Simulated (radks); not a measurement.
The numbers below are computed, except where a source is named.
The tantalum anion Ta- inside a hard spherical wall (all orbitals vanish at R), configuration held at [Xe] 4f14 5d4 6s2 and not refilled when levels cross. Level of theory: scalar-relativistic Kohn-Sham, PBE, spin-polarised, spherical densities, point nucleus; open shells are filled with parallel spins first (spin-orbit coupling, left out, can overturn this in heavy ions) (a radial shooting solver on a logarithmic mesh with Libxc functionals). Eigenvalues in eV for spin up, with the zero of energy where the potential of the charges vanishes at infinity; a dash marks a level that is unbound or too diffuse for the functional's potential to be trusted. A positive occupied level is held by the wall or, in an anion where self-interaction has pushed it up, behind a barrier. The pressure on the wall is -dE/dV.

R (bohr)  E (hartree)  kinetic (hartree)    e(5p)    e(4f)   e(6s)   e(5d)  e(7s, empty)  e(6p, empty)  pressure (GPa)
20        -15604.6398          17148.200  -33.172  -17.764  -0.649   1.745             -             -        0.000605
8         -15604.6082          17148.340  -31.474  -16.045   0.579   3.229         9.167         4.431           0.814
7         -15604.5735          17148.489  -30.494  -15.038   1.343   4.076        12.797         5.632            2.46
5         -15604.2692          17149.619  -25.650   -9.901   6.038   8.441        31.959        12.572            33.2
3.5       -15602.7789          17154.582  -15.367    1.831  22.770  19.712        87.782        35.758             442
3         -15601.0077          17160.622   -8.043   10.546  39.676  29.014        135.97        57.702            1360
2.5       -15596.6302          17175.676    5.631   26.338  76.168  47.124        227.92        102.20            5200
1.5       -15534.7656          17369.709   135.20   136.87  428.14  210.86        945.81        489.56          198000
